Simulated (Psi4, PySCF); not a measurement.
Input for PySCF:
```python
from pyscf import gto, scf, dft

mol = gto.Mole()
mol.atom = '''
    C     1.478516    0.680608   -0.016308
    C    -0.042451    0.783498    0.002695
    S    -0.840178   -0.838090    0.008016
    H    -0.360887    1.341652    0.896628
    H    -0.382751    1.346578   -0.880024
    H     1.949448    1.670861   -0.019357
    H     1.821177    0.130413    0.859526
    H     1.799483    0.135301   -0.903345
'''
mol.basis = '6-31g*'
mol.charge = -1
mol.spin = 0
mol.verbose = 4
mol.build()

mf = dft.RKS(mol)
mf.xc = 'camb3lyp'
mf.grids.atom_grid = (99, 590)
mf.grids.prune = None
mf.kernel()
```

**Question.** Give the equivalent Psi4 input.

**Answer.** One answer among several that fit: 
```
memory 2 GB

molecule {
-1 1
  C     1.47851571    0.68060766   -0.01630759
  C    -0.04245140    0.78349808    0.00269481
  S    -0.84017842   -0.83808993    0.00801552
  H    -0.36088747    1.34165179    0.89662847
  H    -0.38275106    1.34657790   -0.88002358
  H     1.94944808    1.67086100   -0.01935725
  H     1.82117664    0.13041291    0.85952564
  H     1.79948264    0.13530081   -0.90334496
}

set basis 6-31g*
set scf_type pk
set puream true
set d_convergence 1e-8
set dft_radial_points 99
set dft_spherical_points 590

energy('cam-b3lyp')
print_variables()
```

Both were run: PySCF gave -477.359991 Eh and Psi4 -477.359991 Eh, 0.000 mEh apart.
